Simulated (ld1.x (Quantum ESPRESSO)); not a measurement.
cobalt (Co), RRKJ: configuration errors across variants

```json
{
 "Element": "cobalt",
 "Generator": "ld1.x (Quantum ESPRESSO) 7.5",
 "Type": "norm-conserving RRKJ (Kleinman–Bylander form)",
 "Functional": "PBEsol",
 "Relativity": "scalar-relativistic",
 "Frozen core": "[Ne]",
 "Valence charge": "17",
 "Reference configuration": "3s2 3p6 3d7 4s2 4p0",
 "Partial waves": "3s (bound): rc 0.70 bohr; 3p (bound): rc 1.20 bohr; 3d (bound): rc 1.05 bohr",
 "Local potential": "the d channel",
 "Core correction": "none",
 "rho0": "0.02"
}
```

Occupied shells without a wave of their own: 4s. They enter only through the test configuration that unscreens the potential.

All-electron excitation energies from the reference (eV): (1) 3s2 3p6 3d7 4s1 4p0 9.045; (2) 3s2 3p6 3d7 4s0 4p0 25.742; (3) 3s2 3p6 3d6 4s0 4p0 61.579; (4) 3s2 3p6 3d7.5 4s1.5 4p0 -0.965; (5) 3s2 3p6 3d8 4s0 4p0 6.422; (6) 3s2 3p6 3d7 4s1.5 4p0 3.613; (7) 3s2 3p6 3d7 4s1 4p1 4.383.

3 further variants failed, have other tests or another functional or relativity, and are left out.

Errors AE − PS in meV (a dash: test not solved or not reliable):

```tsv
change	(1)	(2)	(3)	(4)	(5)	(6)	(7)	bound ghosts
base	+13	+29	+10	+5.1	+26	+5.8	-7.3	none
all radii scaled by about 1.06 (s 0.74, p 1.28, d 1.12 bohr)	+68	+170	+215	+23	+110	+30	+24	none
wave 3d (bound): rc 1.05 bohr becomes 3d (bound): rc 1.36 bohr	+343	+864	+1182	+113	+548	+151	+184	none
```

(1) Give the same row for: wave 3p (bound): rc 1.20 bohr becomes 3p (bound): rc 1.60 bohr.

Answers

(1) +13, +28, +1.0, +3.8, +18, +5.7, -85; bound ghosts: none.
